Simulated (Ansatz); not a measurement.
One change: `CC[SiH](O)O` becomes `N[SiH](O)O`.

Ansatz, PBE0-D4/def2-TZVP geometries, multiplicity 1. Each molecule was computed in one conformer, which needn't be the lowest.

| property | `CC[SiH](O)O` |
| --- | --- |
| LUMO energy (ωB97M-V/def2-TZVPP) / eV | 2.17 |
| HOMO–LUMO gap (PBE0/def2-TZVPP) / eV | 8.86 |
| zero-point energy (PBE0-D4/def2-TZVP) / kJ/mol | 270.8 |
| size of the dipole moment (ωB97M-V/def2-TZVPP) / D | 0.94 |
| HOMO energy (ωB97M-V/def2-TZVPP) / eV | -10.39 |
| HOMO energy (PBE/def2-TZVPP) / eV | -6.74 |

(1) Give the same properties after the change, and the shifts. (Estimate.)

Answers

(1) Ansatz gave: 
```
                                          property  `N[SiH](O)O`   shift
             LUMO energy (ωB97M-V/def2-TZVPP) / eV          2.05   -0.12
              HOMO–LUMO gap (PBE0/def2-TZVPP) / eV          8.43   -0.43
    zero-point energy (PBE0-D4/def2-TZVP) / kJ/mol         168.5  -102.3
size of the dipole moment (ωB97M-V/def2-TZVPP) / D          3.06    2.12
             HOMO energy (ωB97M-V/def2-TZVPP) / eV        -10.16    0.23
                 HOMO energy (PBE/def2-TZVPP) / eV         -6.29    0.45
```

With PBE0 the HOMO rises by 0.35 eV and the LUMO falls by 0.08 eV, so the gap narrows by about 0.43 eV. PBE moves the HOMO by 0.45 eV and ωB97M-V by 0.23 eV. The zero-point energy changes by -102.3 kJ/mol with -12 modes. Dipoles are sizes alone; their direction can turn.
